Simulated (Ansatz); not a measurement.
Species: H2FGa, SMILES `[F][GaH2]` with one electron removed (charge 1, multiplicity 2), formula H₂FGa.

Task: How many basis functions does frozen-core CCSD(T)/cc-pVQZ // PBE0-D3(BJ)/def2-TZVP in Ansatz (a first-principles code) use, how many core orbitals are frozen, and how many electrons are correlated?

Result: 183 basis functions and 10 frozen orbitals, which leaves 21 correlated electrons (filled d shells below the valence shell are correlated). Core time is of the order of minutes.
